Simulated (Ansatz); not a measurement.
Program: Ansatz. Geometries: PBE0-D4/def2-TZVP. ΔE: electronic, gas phase. CCSD(T)/CBS is the MP2 limit (def2-TZVPP, def2-QZVPP) plus CCSD(T) − MP2 in def2-TZVPP, frozen cores. This one scheme is used for every species. DFT in def2-TZVPP. B3LYP here is the variant with VWN-RPA as its local correlation; programs differ in this. One conformer a species, not always the lowest.

Reaction (ligand exchange at a B–C bond): `BC[SiH2][NH][AlH2]` + `O[SiH](O)[SiH3]` → `BO[SiH](O)[SiH3]` + `C[SiH2][NH][AlH2]`

Is it downhill or uphill in electronic energy at CCSD(T)/CBS, and by how much? (Best estimate.)

Ansatz gave: Downhill: ΔE = -1.23 eV.

What do these levels give: PBE0-D4, B3LYP-D4, ωB97M-V, PBE, PBE0, B3LYP, HF/def2-TZVPP, CCSD/def2-TZVPP, CCSD(T)/def2-TZVPP, MP2/def2-QZVPP, SCS-MP2/def2-QZVPP, CCSD/CBS(def2)? (Best estimate.)

The calculation gave: PBE0-D4 -1.18, B3LYP-D4 -1.27, ωB97M-V -1.23, PBE -1.15, PBE0 -1.17, B3LYP -1.27, HF/def2-TZVPP -1.36, CCSD/def2-TZVPP -1.25, CCSD(T)/def2-TZVPP -1.24, MP2/def2-QZVPP -1.22, SCS-MP2/def2-QZVPP -1.25, CCSD/CBS(def2) -1.24 eV.

Largest T1 diagnostic among the species: 0.014.

In def2-TZVPP, CCSD(T) changes the Hartree–Fock value by +0.12 eV (the triples alone add +0.01 eV) and MP2 by +0.13 eV.
